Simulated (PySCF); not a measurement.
**Finite-field polarisability of Al (aluminium, neutral)**

[Ne] 3s2 3p1, 2P determinant. Calculation: PySCF 2.14, in aug-cc-pV(T+d)Z (6s5p4d2f, 55 functions); the non-relativistic Hamiltonian (point nucleus). Frozen: [Ne]. Energy changes in a uniform field (μhartree):

| axis | F (au) | HF | MP2 | CCSD | CCSD(T) |
| --- | --- | --- | --- | --- | --- |
| x | 0.002 | -104.412 | -103.141 | -100.407 | -100.446 |
| x | 0.004 | -417.966 | -412.887 | -401.935 | -402.095 |
| y | 0.0016 | -103.138 | -100.484 | -97.056 | -96.995 |
| y | 0.0032 | -414.011 | -403.309 | -389.498 | -389.250 |

By symmetry the remaining axis equals x.

Question: Derive α along x at CCSD(T) from the two fields.

Answer: With ΔE = −αF²/2 − γF⁴/24, α = −(16 ΔE(F) − ΔE(2F))/(6F²) = 50.21 bohr³.

Question: And the mean polarisability at each level?

Answer: The components xx, yy, zz at CCSD(T) are 50.21, 75.69, 50.21, the third axis being equal by symmetry to one of the two computed. Means: HF 61.62, MP2 60.51, CCSD 58.71, CCSD(T) 58.71 bohr³. Reference: 57.8 ± 1 bohr³ (recommended; Schwerdtfeger and Nagle, table of static dipole polarizabilities (2023 update)).
